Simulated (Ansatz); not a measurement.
Isomers of ZnSn12⁺ (doublet), relaxed with PBE-D4/def2-SVP; total energies from Ansatz at PBE0-D4/def2-TZVP.

```csv
isomer,description,energy (Eh)
A,point group C5v; 36 × Sn–Sn 3.02 to 3.30 Å; 6 × Sn–Zn 2.79 to 3.06 Å,-4351.30359
B,point group Cs; 32 × Sn–Sn 3.03 to 3.33 Å; 3 × Sn–Zn 2.80 to 2.88 Å,-4351.28822
C,point group Cs; 25 × Sn–Sn 2.94 to 3.32 Å; 6 × Sn–Zn 2.76 to 2.90 Å,-4351.29442
```

In the def2 sets Sn takes a core potential; there is no spin–orbit coupling. Single mean-field runs in def2-TZVP are fitted with def2-universal-jkfit.

The isomers come from a short search, and lower ones may exist.

Question: Work out the relative energies (1 Eh = 2625.5 kJ/mol) and the Boltzmann populations at 800 K from electronic energies alone (R = 8.314 J/mol/K).

Answer: ΔE: A 0.0, B 40.4, C 24.1 kJ/mol. RT = 6.65 kJ/mol. Factors exp(−ΔE/RT): A 1, B 0.0023, C 0.0267; sum 1.029. Populations: A 97.2 %, B 0.2 %, C 2.6 %. Zero-point energy, vibrational entropy and symmetry numbers are left out and can shift these; an error of 4 kJ/mol changes a ratio by a factor of 1.8. Over the other density-functional and correlated levels in def2 sets, the gap between A and C ranges from 3 to 100 kJ/mol.
